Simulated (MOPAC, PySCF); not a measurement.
H₆BN₃, SMILES `NB(N)N`, neutral singlet in the gas phase. 

Cartesian coordinates (Å):
```xyz
10

N      1.3386    -0.4967    -0.0172
B     -0.0003     0.0001    -0.0001
N     -0.2532     1.3625     0.3516
N     -1.0884    -0.8650    -0.3341
H      1.5714    -1.4438    -0.2517
H      2.1387     0.0693     0.1970
H     -1.1637     1.7799     0.2907
H      0.4795     2.0330     0.4951
H     -2.0491    -0.5890    -0.2454
H     -0.9734    -1.8503    -0.4858
```
Charge 0, multiplicity 1.

All levels are single points at this geometry (B3LYP-D3(BJ)/def2-TZVP); Pople sets use spherical d functions. Orbital energies aren't observables, and empty levels follow the basis.

PBE/6-31G* in PySCF gives HOMO (eV) = -4.43.

Q: Estimate the HOMO (eV) from each of these levels: B3LYP-D3(BJ)/def2-TZVP in PySCF; B3LYP/3-21G in PySCF; B3LYP/6-311+G** in PySCF; BP86/6-31G* in PySCF; SVWN5/6-31G* in PySCF; HF/3-21G in PySCF; PM3 in MOPAC; PM7 in MOPAC.

A: 
```csv
level,HOMO (eV)
B3LYP-D3(BJ)/def2-TZVP in PySCF,-6.30
B3LYP/3-21G in PySCF,-5.29
B3LYP/6-311+G** in PySCF,-6.39
BP86/6-31G* in PySCF,-4.55
SVWN5/6-31G* in PySCF,-4.53
HF/3-21G in PySCF,-9.61
PM3 in MOPAC,-8.18
PM7 in MOPAC,-8.59
```
